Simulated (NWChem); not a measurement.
System meant: TiHF3; SMILES [TiH]([F])([F])[F]

The following NWChem deck was run.

```
start job
memory heap 200 mb stack 900 mb global 1100 mb
geometry units angstroms noautoz
  Ti     0.000000     0.000000    -0.199571
  F     -0.311418    -1.629768     0.271051
  F      1.567129     0.545188     0.271051
  F     -1.255712     1.084579     0.271051
  H      0.000000     0.000000    -1.867456
end
basis spherical
  * library def2-svp
end
dft
  odft
  mult 2
  xc xpbe96 cpbe96
  iterations 150
  mulliken
end
task dft energy
```

End of the output:

```
 Summary of "ao basis" -> "" (spherical)
 ------------------------------------------------------------------------------
       Tag                 Description            Shells   Functions and Types
 ---------------- ------------------------------  ------  ---------------------
 *                          def2-svp                  on all atoms

  pbe96 is a nonlocal functional; adding pw91lda local functional.

                                 NWChem DFT Module
                                 -----------------

 Summary of "ao basis" -> "ao basis" (spherical)
 ------------------------------------------------------------------------------
       Tag                 Description            Shells   Functions and Types
 ---------------- ------------------------------  ------  ---------------------
 Ti                         def2-svp                11       31   5s3p2d1f
 F                          def2-svp                 6       14   3s2p1d
 H                          def2-svp                 3        5   2s1p

 Summary of "ao basis" -> "ao basis" (spherical)
 ------------------------------------------------------------------------------
       Tag                 Description            Shells   Functions and Types
 ---------------- ------------------------------  ------  ---------------------
 Ti                         def2-svp                11       31   5s3p2d1f
 F                          def2-svp                 6       14   3s2p1d
 H                          def2-svp                 3        5   2s1p

      Symmetry analysis of basis
      --------------------------

        a          30
        e+         24
        e-         24

  Rotation of axis
  number of electrons :                   50
  multiplicity        :                    2
 ------------------------------------------------------------------------
  no. of electrons and multiplicity not compatible                  50
 ------------------------------------------------------------------------
 ------------------------------------------------------------------------
  current input line :
    20: task dft energy
 ------------------------------------------------------------------------
 ------------------------------------------------------------------------
 There is an error in the input file
 ------------------------------------------------------------------------
 For more information see the NWChem manual at https://nwchemgit.github.io

0: no. of electrons and multiplicity not compatible:Received an Error in Communication
```

Q: Can this run be used? If not, why, and what is the fix?

A: The input was rejected before any calculation. Cause: the multiplicity doesn't fit the number of electrons (an even count wants an odd multiplicity, and the reverse). This input runs:
```
start job
memory heap 200 mb stack 900 mb global 1100 mb
geometry units angstroms noautoz
  Ti     0.000000     0.000000    -0.199571
  F     -0.311418    -1.629768     0.271051
  F      1.567129     0.545188     0.271051
  F     -1.255712     1.084579     0.271051
  H      0.000000     0.000000    -1.867456
end
basis spherical
  Ti library def2-svp
  F library def2-svp
  H library def2-svp
end
dft
  xc xpbe96 cpbe96
  iterations 150
  mulliken
end
task dft energy
```
It converges to -1148.96174 Ha (PBE/def2-SVP).
